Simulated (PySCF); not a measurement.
PySCF input (TPSSh/def2-TZVPD):

```python
from pyscf import gto, scf, dft

mol = gto.M(
    atom='''
    Sb    0.00344590   -0.00012816    0.04590905
    H    -0.07516195   -1.23152961   -1.17508158
    H    -0.10057883    1.23806566   -1.16627979
    ''',
    basis='def2-tzvpd',
    ecp='def2-tzvp',
    charge=-1,
    spin=0,
    verbose=4,
)

mf = dft.RKS(mol, xc='tpssh').density_fit(auxbasis='def2-universal-jkfit')
mf.grids.level = 3
mf.conv_tol = 1e-9
mf.max_cycle = 100
mf.max_memory = 1500
mf.kernel()
if not mf.converged:
    mf = mf.newton()
    mf.kernel(mf.make_rdm1())
mf.analyze()
```

End of the output:

```
Extra cycle  E= -241.385271924959  delta_E= 5.02e-11  |g|= 1.96e-05  |ddm|= 2.79e-05
converged SCF energy = -241.385271924959
**** SCF Summaries ****
Total Energy =                        -241.385271924958516
Nuclear Repulsion Energy =              14.237053291042930
One-electron Energy =                 -455.462680803894841
Two-electron Energy =                  199.840355587893384
Two-electron Coulomb Energy =          220.013174797213026
DFT Exchange-Correlation Energy =      -20.172819209319634
HOMO-LUMO gap [eV] =                     3.130662421412827
**** MO energy ****
MO #1   energy= -5.38377276007596  occ= 2
MO #2   energy= -3.62666963809409  occ= 2
MO #3   energy= -3.62335480695757  occ= 2
MO #4   energy= -3.61746463180786  occ= 2
MO #5   energy= -1.00776232074495  occ= 2
MO #6   energy= -1.00597196030736  occ= 2
MO #7   energy= -1.00013293529779  occ= 2
MO #8   energy= -0.997230154446808 occ= 2
MO #9   energy= -0.99689339221406  occ= 2
MO #10  energy= -0.302428068717774 occ= 2
MO #11  energy= -0.108624422379131 occ= 2
MO #12  energy= -0.0540036595776963 occ= 2
MO #13  energy= 0.0415217269114159 occ= 2
MO #14  energy= 0.156571449814609  occ= 0
MO #15  energy= 0.17110968070959   occ= 0
MO #16  energy= 0.214174896271986  occ= 0
MO #17  energy= 0.227756629650493  occ= 0
MO #18  energy= 0.232099767905159  occ= 0
MO #19  energy= 0.232777740885492  occ= 0
MO #20  energy= 0.234183381749774  occ= 0
MO #21  energy= 0.245551648745993  occ= 0
MO #22  energy= 0.301438280480872  occ= 0
MO #23  energy= 0.30260169388676   occ= 0
MO #24  energy= 0.304522576929992  occ= 0
MO #25  energy= 0.386886582421121  occ= 0
MO #26  energy= 0.389807922612118  occ= 0
MO #27  energy= 0.405785089712824  occ= 0
MO #28  energy= 0.410487827403422  occ= 0
MO #29  energy= 0.442842467287676  occ= 0
MO #30  energy= 0.449860429330636  occ= 0
MO #31  energy= 0.517681074965339  occ= 0
MO #32  energy= 0.518513437815616  occ= 0
MO #33  energy= 0.52589079462931   occ= 0
MO #34  energy= 0.537905359012394  occ= 0
MO #35  energy= 0.604701630944448  occ= 0
MO #36  energy= 0.6617231016454    occ= 0
MO #37  energy= 0.712042097370076  occ= 0
MO #38  energy= 0.721714493993704  occ= 0
MO #39  energy= 0.996989620135645  occ= 0
MO #40  energy= 1.02267443138187   occ= 0
MO #41  energy= 1.02649712692565   occ= 0
MO #42  energy= 1.02845210633665   occ= 0
MO #43  energy= 1.03203515598478   occ= 0
MO #44  energy= 1.05080818961426   occ= 0
MO #45  energy= 1.09304031874994   occ= 0
MO #46  energy= 1.11429002100159   occ= 0
MO #47  energy= 1.26545710096365   occ= 0
MO #48  energy= 1.27925331050566   occ= 0
MO #49  energy= 1.53840484642567   occ= 0
MO #50  energy= 1.54861246537777   occ= 0
MO #51  energy= 1.55075733457136   occ= 0
MO #52  energy= 1.55628625205464   occ= 0
MO #53  energy= 1.55793153716803   occ= 0
MO #54  energy= 1.87204742355529   occ= 0
MO #55  energy= 1.94492560646676   occ= 0
MO #56  energy= 1.9601099661443    occ= 0
MO #57  energy= 2.04294176367001   occ= 0
MO #58  energy= 2.35969397572679   occ= 0
MO #59  energy= 2.50998807699136   occ= 0
MO #60  energy= 2.57697171237202   occ= 0
MO #61  energy= 2.61731150461018   occ= 0
MO #62  energy= 2.6338861590672    occ= 0
MO #63  energy= 2.64895679686917   occ= 0
MO #64  energy= 2.67480392351347   occ= 0
MO #65  energy= 2.71394532608324   occ= 0
MO #66  energy= 2.81928692853169   occ= 0
MO #67  energy= 3.01546834774155   occ= 0
MO #68  energy= 3.09879138642191   occ= 0
MO #69  energy= 3.87693468698892   occ= 0
MO #70  energy= 39.3572229001403   occ= 0
MO #71  energy= 39.4801092873262   occ= 0
MO #72  energy= 39.5096677627619   occ= 0
MO #73  energy= 40.3190039018392   occ= 0
MO #74  energy= 113.149014551542   occ= 0
 ** Mulliken pop on meta-lowdin orthogonal AOs  **
 ** Mulliken pop  **
pop of  0 Sb 4s           1.78963
pop of  0 Sb 5s           1.86200
pop of  0 Sb 6s           0.05833
pop of  0 Sb 7s           0.01167
pop of  0 Sb 8s           0.00184
pop of  0 Sb 9s           0.01286
pop of  0 Sb 10s          0.11363
pop of  0 Sb 4px          0.01017
pop of  0 Sb 4py          0.28894
pop of  0 Sb 4pz          0.28312
pop of  0 Sb 5px          1.68933
pop of  0 Sb 5py          1.72475
pop of  0 Sb 5pz          1.72212
pop of  0 Sb 6px          0.25640
pop of  0 Sb 6py          1.53227
pop of  0 Sb 6pz          0.19663
pop of  0 Sb 7px          0.36711
pop of  0 Sb 7py          0.01313
pop of  0 Sb 7pz          0.01594
pop of  0 Sb 8px          0.06895
pop of  0 Sb 8py          0.00167
pop of  0 Sb 8pz          0.00440
pop of  0 Sb 4dxy         1.35350
pop of  0 Sb 4dyz         1.35091
pop of  0 Sb 4dz^2        1.35223
pop of  0 Sb 4dxz         1.35187
pop of  0 Sb 4dx2-y2      1.99683
pop of  0 Sb 5dxy         0.25060
pop of  0 Sb 5dyz         0.27106
pop of  0 Sb 5dz^2        0.27982
pop of  0 Sb 5dxz         0.27511
pop of  0 Sb 5dx2-y2      0.00100
pop of  0 Sb 6dxy         0.17521
pop of  0 Sb 6dyz         0.20137
pop of  0 Sb 6dz^2        0.20438
pop of  0 Sb 6dxz         0.19690
pop of  0 Sb 6dx2-y2      0.00222
pop of  0 Sb 7dxy         0.18901
pop of  0 Sb 7dyz         0.17203
pop of  0 Sb 7dz^2        0.16637
pop of  0 Sb 7dxz         0.16566
pop of  0 Sb 7dx2-y2      0.00002
pop of  0 Sb 4f-3         0.00007
pop of  0 Sb 4f-2         0.00001
pop of  0 Sb 4f-1         0.00011
pop of  0 Sb 4f+0         0.00003
pop of  0 Sb 4f+1         0.00003
pop of  0 Sb 4f+2         0.00013
pop of  0 Sb 4f+3         0.00005
pop of  0 Sb 5f-3         0.00059
pop of  0 Sb 5f-2         0.00009
pop of  0 Sb 5f-1         0.00370
pop of  0 Sb 5f+0         0.00053
pop of  0 Sb 5f+1         0.00003
pop of  0 Sb 5f+2         0.00595
pop of  0 Sb 5f+3         0.00007
pop of  1 H 1s            1.61982
pop of  1 H 2s            0.05215
pop of  1 H 3s            0.02123
pop of  1 H 2px           0.08617
pop of  1 H 2py           0.03037
pop of  1 H 2pz           0.02539
pop of  1 H 3px           0.12760
pop of  1 H 3py           0.01650
pop of  1 H 3pz           0.02458
pop of  2 H 1s            1.61979
pop of  2 H 2s            0.05213
pop of  2 H 3s            0.02123
pop of  2 H 2px           0.08624
pop of  2 H 2py           0.03049
pop of  2 H 2pz           0.02520
pop of  2 H 3px           0.12765
pop of  2 H 3py           0.01650
pop of  2 H 3pz           0.02453
 ** Mulliken atomic charges  **
charge of    0Sb =      1.00760
charge of    1H =     -1.00382
charge of    2H =     -1.00378

WARN: System has nonzero charge -1; the dipole moment is origin-dependent.
Location of origin: [0. 0. 0.]

Dipole moment(X, Y, Z, Debye):  0.06395, -0.00257,  0.85194
```
